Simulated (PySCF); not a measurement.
CH8OSi2.
SMILES: `CO[SiH2][SiH3]`

The calculation used PySCF, TDDFT CAM-B3LYP/def2-SVPD, vertical, gas phase, core orbitals frozen in the response. Geometry: PBE0-D3(BJ)/def2-SVP, one conformer, isolated molecule. Torsions of this conformer, `[CH3:1][O:2][SiH2:3][SiH3:4]`: C1–O2–Si3–Si4 179°.

Each state is given a Gaussian of 0.5 eV full width at half maximum, with ε(max) = 2.175×10⁸ f / Δν̃ (Δν̃ the width in cm⁻¹). The cross-section is σ = 3.8235×10⁻²¹ ε cm², given in Mb (10⁻¹⁸ cm²). The width is an assumption, not a result. The curve ends short of the highest state used, and states not computed would add to its high-energy end.

(λ (nm), σ (Mb)): (160.9, 39.46), (161.9, 29.65), (163.0, 21.27), (164.0, 15.61), (165.0, 11.46), (166.1, 8.21), (167.1, 6.12), (168.1, 4.60), (169.2, 3.42), (170.2, 2.69), (171.2, 2.23), (172.3, 2.00), (173.3, 2.00), (174.3, 2.18), (175.4, 2.54), (176.4, 2.97), (177.4, 3.44), (178.5, 3.97), (179.5, 4.39), (180.5, 4.71), (181.5, 4.91), (182.6, 4.96), (183.6, 4.85), (184.6, 4.61), (185.7, 4.22), (186.7, 3.79), (187.7, 3.31), (188.8, 2.77), (189.8, 2.30), (190.8, 1.86), (191.9, 1.43), (192.9, 1.11), (193.9, 0.84), (195.0, 0.60), (196.0, 0.43), (197.0, 0.31), (198.1, 0.21), (199.1, 0.14), (200.1, 0.09), (201.2, 0.06), (202.2, 0.04), (203.2, 0.02), (204.3, 0.01), (205.3, 0.01)

(1) Locate the maxima and give the states behind the curve.

(2) Coming from long wavelengths, where does ε first pass 100 L mol⁻¹ cm⁻¹?

(3) Does any computed singlet lie in the visible range?

(4) On this curve, what absorbance would a 10⁻⁴ mol/L sample give at 193 nm over a 1 cm path?

Results:

(1) 182 nm (6.80 eV), ε about 1300, made up of S1 (92%) (ε in L mol⁻¹ cm⁻¹; maxima over ε = 5, shares over 10%). At its high-energy end, 7.71 eV, the curve is still rising (ε about 11000, from S5 and S6). The states used: S1 6.79 eV (f 0.022); S2 6.89 eV (f 0.0022); S3 7.57 eV (f 0.023); S4 7.74 eV (f 0.0037); S5 7.97 eV (f 0.050); S6 8.01 eV (f 0.355); S7 8.09 eV (f 0.046); S8 8.12 eV (f 0.010); S9 8.29 eV (f 0.177); S10 8.31 eV (f 0.025).

(2) At about 196 nm (6.31 eV), 0.48 eV below S1.

(3) No computed singlet lies in the visible range (380 to 750 nm); the lowest, at 183 nm, stands 3.53 eV above its violet end (3.26 eV).

(4) 193 nm is 6.424 eV, where ε is about 280 L mol⁻¹ cm⁻¹, so A = ε c l ≈ 0.028 (Beer–Lambert, with the gas-phase spectrum and the assumed width).

All these states lie below the vertical ionisation energy of 10.27 eV (ΔSCF).
